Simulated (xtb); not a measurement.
xtb input (GFN1-xTB):

```bash
xtb mol.xyz --gfn 1 --sp --chrg -1 --uhf 0
```
mol.xyz:
```
7

O     -0.25914328     1.46760223     0.78718515
B     -0.29311311     0.21686742     0.14712827
O     -1.62528848    -0.27432001     0.05520418
P      1.14375859    -0.75926856    -0.52931756
H     -1.16422969     1.70727714     1.02004347
H     -1.60864293    -1.12762466    -0.38628405
H      2.15751345     0.17878097    -0.16875197
```

Output:

```
           -------------------------------------------------
          |                Calculation Setup                |
           -------------------------------------------------

           -------------------------------------------------
          |                 G F N 1 - x T B                 |
           -------------------------------------------------

        Reference                      10.1021/acs.jctc.7b00118
      * Hamiltonian:
        H0-scaling (s, p, d)           1.850000    2.250000    2.000000
        zeta-weighting                 0.000000
      * Dispersion:
        s8                             2.400000
        a1                             0.630000
        a2                             5.000000
        s9                             0.000000
      * Repulsion:
        kExp                           1.500000
        rExp                           1.000000
      * Coulomb:
        alpha                          2.000000
        third order                    atomic
        anisotropic                    false
      * Halogen bond correction:
        rad-scale                      1.300000
        damping                        0.440000

          ...................................................
          :                      SETUP                      :
          :.................................................:
          :  # basis functions                  28          :
          :  # atomic orbitals                  27          :
          :  # shells                           15          :
          :  # electrons                        24          :
          :  # halogen bonds                     0          :
          :  max. iterations                   250          :
          :  Hamiltonian                  GFN1-xTB          :
          :  restarted?                      false          :
          :  GBSA solvation                  false          :
          :  PC potential                    false          :
          :  electronic temp.          300.0000000     K    :
          :  accuracy                    1.0000000          :
          :  -> integral cutoff          0.2500000E+02      :
          :  -> integral neglect         0.1000000E-07      :
          :  -> SCF convergence          0.1000000E-05 Eh   :
          :  -> wf. convergence          0.2000000E-04 e    :
          :  Broyden damping             0.4000000          :
          :  net charge                         -1          :
          :  unpaired electrons                  0          :
          ...................................................

 iter      E             dE          RMSdq      gap      omega  full diag
   1    -15.2929393 -0.152929E+02  0.750E+00    4.43       0.0  T
   2    -15.3490436 -0.561043E-01  0.432E+00    3.54       1.0  T
   3    -15.3471815  0.186209E-02  0.199E+00    4.12       1.0  T
   4    -15.3547365 -0.755502E-02  0.539E-01    3.68       1.0  T
   5    -15.3558992 -0.116270E-02  0.275E-01    3.77       1.0  T
   6    -15.3563803 -0.481044E-03  0.249E-02    3.74       1.5  T
   7    -15.3563830 -0.271847E-05  0.160E-02    3.75       2.4  T
   8    -15.3563845 -0.152698E-05  0.222E-03    3.75      17.0  T
   9    -15.3563845 -0.208673E-07  0.112E-03    3.75      33.7  T
  10    -15.3563845 -0.658305E-08  0.910E-05    3.75     415.2  T
  11    -15.3563845 -0.496012E-10  0.462E-06    3.75    8172.3  T

   *** convergence criteria satisfied after 11 iterations ***

         #    Occupation            Energy/Eh            Energy/eV
      -------------------------------------------------------------
         1        2.0000           -0.5314912             -14.4626
       ...           ...                  ...                  ...
         6        2.0000           -0.3183915              -8.6639
         7        2.0000           -0.3036467              -8.2626
         8        2.0000           -0.2813929              -7.6571
         9        2.0000           -0.2630451              -7.1578
        10        2.0000           -0.1820566              -4.9540
        11        2.0000           -0.1145741              -3.1177
        12        2.0000           -0.0445584              -1.2125 (HOMO)
        13                          0.0931102               2.5337 (LUMO)
        14                          0.1011726               2.7530
        15                          0.1112697               3.0278
        16                          0.1641496               4.4667
        17                          0.2029542               5.5227
       ...                                ...                  ...
        27                          1.3271781              36.1144
      -------------------------------------------------------------
                  HL-Gap            0.1376685 Eh            3.7462 eV
             Fermi-level            0.0242759 Eh            0.6606 eV

 SCC (total)                   0 d,  0 h,  0 min,  0.007 sec
 SCC setup                      ...        0 min,  0.000 sec (  1.167%)
 Dispersion                     ...        0 min,  0.000 sec (  0.544%)
 classical contributions        ...        0 min,  0.000 sec (  0.199%)
 integral evaluation            ...        0 min,  0.002 sec ( 24.622%)
 iterations                     ...        0 min,  0.002 sec ( 34.272%)
 molecular gradient             ...        0 min,  0.002 sec ( 37.266%)
 printout                       ...        0 min,  0.000 sec (  1.787%)

         :::::::::::::::::::::::::::::::::::::::::::::::::::::
         ::                     SUMMARY                     ::
         :::::::::::::::::::::::::::::::::::::::::::::::::::::
         :: total energy             -15.272789427980 Eh    ::
         :: gradient norm              0.076349384915 Eh/a0 ::
         :: HOMO-LUMO gap              3.746151321342 eV    ::
         ::.................................................::
         :: SCC energy               -15.356384524708 Eh    ::
         :: -> electrostatic           0.238174373689 Eh    ::
         :: repulsion energy           0.085432111126 Eh    ::
         :: dispersion energy         -0.001837014398 Eh    ::
         :: halogen bond corr.         0.000000000000 Eh    ::
         :: add. restraining           0.000000000000 Eh    ::
         :: total charge              -1.000000000000 e     ::
         :::::::::::::::::::::::::::::::::::::::::::::::::::::

           -------------------------------------------------
          |                Property Printout                |
           -------------------------------------------------

    * Orbital Energies and Occupations

         #    Occupation            Energy/Eh            Energy/eV
      -------------------------------------------------------------
         1        2.0000           -0.5314912             -14.4626
         2        2.0000           -0.5240636             -14.2605
         3        2.0000           -0.3937132             -10.7135
         4        2.0000           -0.3866399             -10.5210
         5        2.0000           -0.3671304              -9.9901
         6        2.0000           -0.3183915              -8.6639
         7        2.0000           -0.3036467              -8.2626
         8        2.0000           -0.2813929              -7.6571
         9        2.0000           -0.2630451              -7.1578
        10        2.0000           -0.1820566              -4.9540
        11        2.0000           -0.1145741              -3.1177
        12        2.0000           -0.0445584              -1.2125 (HOMO)
        13                          0.0931102               2.5337 (LUMO)
        14                          0.1011726               2.7530
        15                          0.1112697               3.0278
Note: The following floating-point exceptions are signalling: IEEE_DENORMAL
normal termination of xtb
        16                          0.1641496               4.4667
        17                          0.2029542               5.5227
        18                          0.2491531               6.7798
        19                          0.3265447               8.8857
        20                          0.3423435               9.3156
        21                          0.4191538              11.4058
        22                          0.5278469              14.3634
        23                          0.5698037              15.5051
       ...                                ...                  ...
        27                          1.3271781              36.1144
      -------------------------------------------------------------
                  HL-Gap            0.1376685 Eh            3.7462 eV
             Fermi-level            0.0242759 Eh            0.6606 eV

  Mulliken/CM5 charges         n(s)   n(p)   n(d)
     1O    -0.64003 -0.78007   1.697  4.943  0.000
     2B     0.32356  0.20222   0.903  1.774  0.000
     3O    -0.66402 -0.81175   1.702  4.962  0.000
     4P    -0.43822 -0.48624   1.782  3.660 -0.003
     5H     0.28206  0.47028   0.718  0.000  0.000
     6H     0.27116  0.45655   0.729  0.000  0.000
     7H    -0.13451 -0.05099   1.135  0.000  0.000

Wiberg/Mayer (AO) data.
largest (>0.10) Wiberg bond orders for each atom

 ---------------------------------------------------------------------------
     #   Z sym  total        # sym  WBO       # sym  WBO       # sym  WBO
 ---------------------------------------------------------------------------
     1   8 O    1.941 --     2 B    0.950     5 H    0.906
     2   5 B    3.362 --     4 P    1.483     1 O    0.950     3 O    0.903
     3   8 O    1.912 --     6 H    0.916     2 B    0.903
     4  15 P    2.611 --     2 B    1.483     7 H    0.987
     5   1 H    0.948 --     1 O    0.906
     6   1 H    0.964 --     3 O    0.916
     7   1 H    1.009 --     4 P    0.987
 ---------------------------------------------------------------------------

Topologies differ in total number of bonds
Writing topology from bond orders to xtbtopo.mol

 dipole moment from electron density (au)
     X       Y       Z
  -1.3463  -0.0199   0.1525  total (Debye):    3.444

           -------------------------------------------------
          | TOTAL ENERGY              -15.272789427980 Eh   |
          | GRADIENT NORM               0.076349384915 Eh/α |
          | HOMO-LUMO GAP               3.746151321342 eV   |
           -------------------------------------------------

------------------------------------------------------------------------
------------------------------------------------------------------------
 total:
 SCF:
```

It need not be the lowest isomer of its formula. Whether it binds its extra electron was not tested at this geometry.
